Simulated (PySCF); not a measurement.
# Two-component Hartree-Fock for Cu⁴⁺ (copper, charge +4)

Start: [Ar] 3d7; 3d3/2 filled at m_j = -3/2, -1/2, +1/2, +3/2; 3d5/2 filled at m_j = +1/2, +3/2, +5/2. Calculated with PySCF 2.14 in x2c-TZVPPall-2c (6s7p4d2f1g, 70 functions): generalised Hartree-Fock with the X2C-1e Hamiltonian and a Gaussian nucleus; one run each with spin-orbit coupling (SO) switched off, then screened by Boettger's factors.

| spinor shell | electrons | ε, spin-free (eV) | ε, screened SO (eV) | weight of nominal j (screened SO) | rms radius, screened SO (bohr) |
| --- | --- | --- | --- | --- | --- |
| 1s1/2 | 2 | -9119.7 | -9119.5 | 1.000 | 0.0601 |
| 2s1/2 | 2 | -1207.5 | -1207.4 | 1.000 | 0.254 |
| 2p1/2 | 2 | -1047.9 | -1062.5 | 0.996 | 0.226 |
| 2p3/2 | 4 | -1047.9 | -1040.7 | 0.998 | 0.229 |
| 3s1/2 | 2 | -210.65 | -210.63 | 1.000 | 0.750 |
| 3p1/2 | 2 | -160.61 | -167.08 | 0.666 | 0.779 |
| 3p3/2 | 4 | -160.61 | -157.38 | 0.833 | 0.790 |
| 3d5/2 | 3 | -84.706 | -86.105 | 0.779 | 0.881 |
| 3d3/2 | 4 | -84.706 | -83.675 | 0.705 | 0.891 |

```json
{"quantity": "E (hartree)", "spin-free": "-1648.95840", "screened SO": "-1649.00678"}
{"quantity": "M_J", "spin-free": "9/2", "screened SO": "9/2"}
{"quantity": "⟨J²⟩", "spin-free": "24.754", "screened SO": "24.755"}
{"quantity": "⟨L²⟩", "spin-free": "12.003", "screened SO": "12.038"}
{"quantity": "⟨S²⟩", "spin-free": "3.752", "screened SO": "3.740"}
```

Each row is a mean over spinors that exchange with the open shell spreads, by up to 14.418 eV (3p3/2).

Rows whose weight is well below 1 are mixtures of j = l ± 1/2: exchange outweighs spin-orbit coupling there, and the label is only the starting occupation.

Without spin-orbit coupling the j labels of p, d and f shells carry no meaning; the spin-free column gives the mean over the occupied spinors of each nl shell.
